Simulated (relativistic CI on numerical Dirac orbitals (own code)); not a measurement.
## Ag²¹⁺: sensitivity of the levels to the model

Base calculation: Dirac-Coulomb-Breit CI, KLI orbitals optimised for each configuration, QED by a radiative potential, unscaled Slater integrals.

Configuration list (outside the closed core [Ne]): 3s²3p⁶3d⁸, 3s²3p⁵3d⁹, 3s²3p⁴3d¹⁰, 3s3p⁶3d⁹, 3p⁶3d¹⁰, 3s3p⁵3d¹⁰, 3s²3p⁶3d⁷4s, 3s²3p⁶3d⁷4p, 3s²3p⁶3d⁷4d, 3s²3p⁶3d⁷4f, 3s²3p⁴3d⁹4s, 3s²3p⁵3d⁸4s, 3s²3p⁶3d⁶4s², 3s²3p⁴3d⁹4p, 3s²3p⁶3d⁶4s4p, 3s²3p⁵3d⁸4p, 3s²3p⁶3d⁷5s, 3s²3p⁶3d⁶4p², 3s²3p⁴3d⁹4d, 3s²3p⁶3d⁷5p, 3s3p⁵3d⁹4s, 3s²3p⁶3d⁶4s4d, 3s²3p⁵3d⁸4d, 3s²3p⁶3d⁷5d, 3s3p⁵3d⁹4p, 3s3p⁶3d⁸4s, 3s²3p⁶3d⁶4p4d, 3s²3p⁶3d⁷5f, 3s²3p⁵3d⁷4s², 3s²3p⁶3d⁷5g, 3s3p⁶3d⁸4p, 3s3p⁵3d⁹4d, 3s²3p⁵3d⁸4f, 3s²3p⁶3d⁶4d², 3p⁶3d⁹4s, 3s²3p⁶3d⁷6s. Levels of other configurations are missing.

Variants: (1) only the first 3 configurations. Shifts of the energy above 3s²3p⁶3d⁸ ³F4, in cm⁻¹, for the lowest level and the first level of each name with at least 55 % of one term (blank where a level changes its place among those of its configuration and J or its character, or is not in the variant):

```csv
Level,Base,Δ(1)
3s²3p⁶3d⁸ ³F4,0,0
3s²3p⁶3d⁸ ³F3,46748,-27
3s²3p⁶3d⁸ ³P0,95067,-146
3s²3p⁶3d⁸ ³P1,105855,+5
3s²3p⁶3d⁸ ¹G4,119097,+206
3s²3p⁶3d⁸ ¹S0,243443,-827
3s²3p⁵3d⁹ ³F°4,1557238,-3909
3s²3p⁵3d⁹ ¹D°2,1588579,-420
3s²3p⁵3d⁹ ³P°1,1686269,+4202
3s²3p⁵3d⁹ ³P°0,1698302,+3244
3s²3p⁵3d⁹ ³D°1,1734668,+8773
3s²3p⁵3d⁹ ³F°2,1882798,-1786
3s²3p⁵3d⁹ ¹F°3,1981879,+2790
3s3p⁶3d⁹ ³D3,2789838,
```

At this charge energies of transitions that change n are usually good to better than 1 %, and those within a shell (Δn = 0) to a few per cent. Terms inside the open d or f shell come out 10 to 20 % too wide with unscaled integrals.

Ionisation energy from the two ground configurations alone: base 1012.51 eV. The NIST ASD value (theoretical) is 1013 eV.

LS names give the leading component of a level, which can be under half, so a name can repeat, a term be missing and a line seem to break the LS rules.
